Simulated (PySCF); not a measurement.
[Y(H2O)2]3+: from a saddle point downhill

PySCF 2.14.0, RKS PBE0, Y def2-SVP with ECP28, O def2-SVP, H def2-SVP; non-relativistic Hamiltonian with scalar-relativistic core potentials where named; density fitting; no spin-orbit coupling. Relaxed within the symmetry of its start, the geometry (D2d) is

```xyz
7

Y     0.0000    0.0000    0.0000
O     0.0000    0.0000    2.2119
H     0.5469    0.5469    2.8361
H    -0.5469   -0.5469    2.8361
O     0.0000    0.0000   -2.2119
H     0.5469   -0.5469   -2.8361
H    -0.5469    0.5469   -2.8361
```

and its lowest harmonic modes are -75, -75, 153, 442, 474, 647 cm⁻¹ (negative: unstable). It was moved along the lowest mode and relaxed again.

(1) Where does it end, and how much lower?

(2) How do the contacts change?

(3) Is the end a minimum?

State: singlet.

## Answers

(1) In C1, 0.235 eV lower, after 27 steps:
```xyz
7

Y    -1.0234   -0.2919   -0.0116
O     0.1414    0.0077    1.8034
H     1.0394    0.4204    1.9122
H    -0.1107   -0.2275    2.7373
O     0.1539    0.1092   -1.8009
H     1.0759   -0.1880   -2.0271
H    -0.1235    0.6135   -2.6133
```

(2) 
| contact | saddle (Å) | end (Å) |
| --- | --- | --- |
| Y1–O2 (H2O) | 2.212 | 2.177 |
| Y1–O5 (H2O) | 2.212 | 2.179 |


(3) Yes; lowest modes 54, 93, 141, 470, 481, 658 cm⁻¹.
